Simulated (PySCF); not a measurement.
**Static response to an electric field**

Compound: C3H3Cl2FSi.
Cartesian coordinates in Å at the GFN2-xTB level; atoms count from 1:
```xyz
10
C3H3Cl2FSi angstrom
C      2.5330    0.2127   -0.2062
C      1.4581   -0.2587    0.0575
Si    -0.1836   -0.9882    0.4587
C     -1.3851    0.5480    0.4048
F     -2.6633    0.1906    0.6861
Cl    -1.3904    1.2969   -1.2111
Cl    -0.9056    1.7710    1.6077
H      3.4679    0.6365   -0.4383
H     -0.2605   -1.5033    1.8233
H     -0.6616   -1.9008   -0.5763
```

Level: B3LYP/def2-SVPD (PySCF), static field, nuclei fixed, core orbitals frozen in the response. The polarisability tensor in these axes (au):

```
x   96.36  2.41 -2.33
y    2.41 84.31 -0.29
z   -2.33 -0.29 85.53
```

Problem. Diagonalise the tensor; give its mean and Δα, where Δα² is half the sum of the squared differences of the eigenvalues.

Solution. Principal values 83.82, 85.09 and 97.29 au; mean 88.73 au = 13.15 Å³ = 14.63 × 10⁻⁴⁰ C²·m²/J; Δα = 12.88 au (15 % of the mean).

Problem. What is the dipole moment, and where does it point?

Solution. (1.99, -1.33, -0.12) D, 2.39 D in size, pointing from the negative to the positive side. Measured along this direction, the outermost atoms are F5 at the negative end and H8 at the positive end.

Problem. What depolarisation ratio follows for Rayleigh scattering of linearly polarised light, taking the static tensor?

Solution. ρ = 3Δα²/(45ᾱ² + 4Δα²) = 497.8/(354311 + 663.7) = 0.0014.

Problem. Form Σ f/ω² (atomic units) for the 8 lowest TDDFT singlets, given as eV and f, and set it beside the mean polarisability, which is this sum over all singlets: 5.92, 0.0002; 6.12, 0.0172; 6.28, 0.0012; 6.43, 0.0304; 6.53, 0.0037; 6.84, 0.0000; 6.85, 0.0017; 6.99, 0.0001.

Solution. They add up to 1.01 au, 1.1 % of the 88.73 au; the largest single term is 0.55 au, from the state at 6.43 eV. Terms in order: 0.00, 0.34, 0.02, 0.55, 0.06, 0.00, 0.03, 0.00 au. Higher excitations give the rest. The strengths listed sum to 0.055.

Problem. Molar refractivity from α?

Solution. Lorentz–Lorenz: R = (4π/3)N_A α = 2.5225 cm³/(mol·Å³) × 13.15 Å³ = 33.2 cm³/mol, in the limit of long wavelengths.

The structure is a single GFN2-xTB conformer in the gas phase; no vibrational or solvent corrections.

The run behind these numbers computed excited states as well. Hardware: one thread of an Arm Neoverse V1, on a shared host. Cost: 30 s of wall time, 0.74 GiB resident at most.
